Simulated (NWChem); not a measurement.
Molecule: GeCl$_{2}$F$_{2}$; SMILES [F][Ge]([F])([Cl])[Cl]

Results from NWChem. Medium grid unless said otherwise, to which SCAN and Minnesota functionals are sensitive. Coordinates come from a PBE0/def2-SVP optimisation.

Task: Order these by “dipole (D)”, lowest first: MPW1K/def2-SVP; M06-2X/def2-SVP; M06/def2-SVP; BLYP/def2-SVP; PBE/def2-SVP.

Result: PBE/def2-SVP (1.06), BLYP/def2-SVP (1.12), M06-2X/def2-SVP (1.20), MPW1K/def2-SVP (1.26), M06/def2-SVP (1.38)
